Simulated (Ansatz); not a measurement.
`FC([SiH3])B[SiH3]` + CH₃NH₂ → `CNB[SiH3]` + `FC[SiH3]`  (ligand exchange at a B–C bond)

Calculated with Ansatz (gas phase, PBE0-D4/def2-TZVP geometries, no zero-point term in ΔE). CBS: MP2 limit from def2 TZ/QZ plus the TZ coupled-cluster correction, frozen cores. DFT in def2-TZVPP. B3LYP here is the variant with VWN-RPA as its local correlation; programs differ in this. One conformer a species, not always the lowest.

Task: Is it downhill or uphill in electronic energy at CCSD(T)/CBS, and by how much? (An estimate is asked.)

Result: Ansatz gave: Downhill: ΔE = -33.2 kcal/mol.

Task: What do these levels give: B3LYP-D4, B3LYP, HF/def2-TZVPP, MP2/def2-TZVPP, CCSD(T)/def2-TZVPP, MP2/def2-QZVPP? (Best estimate.)

Result: The calculation gave: B3LYP-D4 -33.7, B3LYP -35.7, HF/def2-TZVPP -38.2, MP2/def2-TZVPP -33.9, CCSD(T)/def2-TZVPP -33.8, MP2/def2-QZVPP -33.6 kcal/mol.

Largest T1 diagnostic among the species: 0.014.

From PBE to PBE0 (25 % exact exchange), in def2-TZVPP and without D4, ΔE moves by −0.7 kcal/mol. The D4 term adds +1.9 kcal/mol with B3LYP and +1.0 kcal/mol with PBE0; it sums over pairs of atoms, weighted by their polarisabilities, and B3LYP, whose exchange is more repulsive, gets the larger term. In def2-TZVPP, CCSD(T) changes the Hartree–Fock value by +4.4 kcal/mol (the triples alone add +0.7 kcal/mol) and MP2 by +4.3 kcal/mol.
